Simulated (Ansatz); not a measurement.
Ansatz (a first-principles code) input (PBE0/def2-SVP):

Ansatz 0.2 input:
```yaml
crystal:
  periodic: [false, false, false]
  atoms:
    - {symbol: C, position_ang: [-0.16622728, -1.89581337, 0.35473383]}
    - {symbol: C, position_ang: [1.13842305, -1.48841325, -0.32843155]}
    - {symbol: C, position_ang: [1.70676428, -0.11949039, 0.10430052]}
    - {symbol: C, position_ang: [1.08371086, 1.06598301, -0.54832793]}
    - {symbol: S, position_ang: [-0.49725505, 1.67013516, -0.27282151]}
    - {symbol: C, position_ang: [-1.31040105, 0.38751800, 0.72771754]}
    - {symbol: C, position_ang: [-1.38508446, -1.00655081, 0.10195587]}
    - {symbol: H, position_ang: [0.00480141, -1.95192635, 1.43620516]}
    - {symbol: H, position_ang: [-0.41642078, -2.91200626, 0.03691133]}
    - {symbol: H, position_ang: [1.00633152, -1.48775574, -1.41413029]}
    - {symbol: H, position_ang: [1.88609873, -2.25487578, -0.10336221]}
    - {symbol: H, position_ang: [2.77276968, -0.09870946, -0.13294523]}
    - {symbol: H, position_ang: [1.64107917, -0.04948582, 1.19870635]}
    - {symbol: H, position_ang: [1.64059526, 1.65113621, -1.26658725]}
    - {symbol: H, position_ang: [-0.83901886, 0.34752012, 1.71169602]}
    - {symbol: H, position_ang: [-2.31185877, 0.79586383, 0.87013873]}
    - {symbol: H, position_ang: [-1.57223595, -0.91224814, -0.97091388]}
    - {symbol: H, position_ang: [-2.25917298, -1.50907429, 0.52773592]}
basis:
  gaussian:
    orbitals: def2-SVP
hamiltonian:
  xc: {name: PBE0}
magnetization: {spin_polarized: true, initial_magnetization: 1}
```

End of the output:

```
integrals: 0.12 GiB planned
1794 factors; their error is unknown
0.22 GiB of the device are held for the grids
0.99 GiB of device memory are held for the factors and their scratch space
mean field: 0.92 GiB planned
mean field evaluation 1: about -17205.1825 eV, gradient 4.6e1 eV
mean field evaluation 2: about -17196.5723 eV, gradient 6.2e1 eV
mean field evaluation 4: about -17216.2996 eV, gradient 2.3e0 eV
mean field evaluation 8: about -17216.3299 eV, gradient 1.4e-1 eV
mean field evaluation 16: about -17216.3535 eV, gradient 4.6e-4 eV
mean field -17216.35353052 eV, -632.6893225829 hartree, gradient 1.8e-5 eV, S^2 0.755217; 0 other end points of the search recorded, 0 dependent functions left out
reference -17216.35355892 eV, -632.6893236269 hartree; 32, 31 occupied and 125, 126 virtual orbitals, 1794 factors
Total energy: -17216.35355892 eV, -632.6893236269 hartree
```

It need not be the lowest isomer of its formula.
